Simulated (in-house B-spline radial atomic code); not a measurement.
The numbers below are computed, except where a source is named.
Quantum size effects in thin Li films (jellium)

The positive ions are smeared into a uniform slab; the electrons are solved self-consistently in the LDA (PW92) on a fine grid across the film. Stabilised jellium adds, inside the slab, the constant potential −n de/dn that makes the bulk stable at the metal's density. No lattice, so no dependence on crystal face. Atomic units unless named. The table is for plain jellium.

Li: 1 valence electron per atom, density 0.534 g/cm³, mass 6.94 u, so r_s = 3.26 bohr.

```
thickness (nm)  in Fermi wavelengths  filled subbands  work function (eV)  surface energy (J/m²)
         0.283                 0.500                1               2.869                  0.189
         0.353                 0.625                2               3.210                  0.239
         0.423                 0.750                2               3.430                  0.239
         0.494                 0.875                2               3.342                  0.212
         0.565                 1.000                2               3.067                  0.205
         0.636                 1.125                3               3.207                  0.232
         0.706                 1.250                3               3.347                  0.230
         0.777                 1.375                3               3.299                  0.214
         0.847                 1.500                3               3.138                  0.211
         0.918                 1.625                4               3.208                  0.228
         0.989                 1.750                4               3.308                  0.226
         1.059                 1.875                4               3.280                  0.216
         1.130                 2.000                4               3.172                  0.214
```

**Question.** At what steps in thickness do new subbands fill, and why?

**Answer.** λ_F = 2π/k_F = 10.673 bohr = 0.565 nm. New subbands appear by 0.625, 1.125, 1.625 λ_F, each within the grid step of 1/8 λ_F; the true step is half a wavelength (0.282 nm), since a level crosses E_F each time one more half wave at k_F fits across the film.

**Question.** How large is the oscillation of the work function here?

**Answer.** It runs from 2.869 to 3.430 eV over the table, 0.56 eV within the first four rows and 0.14 eV within the last four, about a thick-film value of 3.23 eV. The grid can skip the cusp where a subband opens, so the true swing can be larger; measurement on the bulk metal gives 2.9 eV.

**Question.** The film of 12.01 bohr has subband bottoms at -7.39, -5.792, -3.513 eV, measured from the vacuum level. Show that these levels and neutrality give the work function in the table.

**Answer.** Each subband holds (E_F − ε_j)/π electrons per bohr², spin included. Neutrality needs n L = 0.0068906 × 12.01 = 0.08276, and π n L × 27.2114 = 7.075 eV. So E_F = (π n L + Σ ε_j)/3 = (7.075 + (-16.695))/3 = -3.207 eV, and the work function is 3.207 eV.
